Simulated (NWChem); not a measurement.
A series in which one site is exchanged, each optimised at PBE0/def2-SVP with NWChem, gas phase unless a solvent is named. All stand in one matching conformer (torsions within 35°), which need not be the lowest. This build's default masses of Se (78.918 u) and Br (79.917 u) are each other's, which moves their modes by up to 0.6 %. Shieldings are non-relativistic GIAO values without spin-orbit effects.

A: N[SiH](O)Cl (SiNH₄OCl; site = Cl)
B: F[SiH](N)O (SiNH₄OF; site = F)
C: O[SiH](N)Br (SiNH$_{4}$OBr; site = Br)

Values for A:

| Quantity | Result |
|---|---|
| orbital gap (eV), PBE0/def2-SVP | 9.24 |
| vertical ionisation energy, ΔSCF, PBE0/def2-SVP (eV) | 10.16 |
| lowest singlet excitation, PBE0/def2-SVPD, TDA (eV) | 7.08 |
| SMD solvation free energy in water, PBE0/def2-SVP (kcal/mol) | -5.9 |
| 29Si shift against tetramethylsilane, KT2/pcSseg-1 (ppm) | -23.1 |

**Question.** How do these values change for the other members?

**Answer.** 
```json
[
 {"change from A": "orbital gap (eV), PBE0/def2-SVP", "B": "+0.10", "C": "-0.24"},
 {"change from A": "vertical ionisation energy, ΔSCF, PBE0/def2-SVP (eV)", "B": "+0.30", "C": "-0.24"},
 {"change from A": "lowest singlet excitation, PBE0/def2-SVPD, TDA (eV)", "B": "+0.11", "C": "-0.13"},
 {"change from A": "SMD solvation free energy in water, PBE0/def2-SVP (kcal/mol)", "B": "-0.1", "C": "0.0"},
 {"change from A": "29Si shift against tetramethylsilane, KT2/pcSseg-1 (ppm)", "B": "-13.3", "C": "+6.5"}
]
```
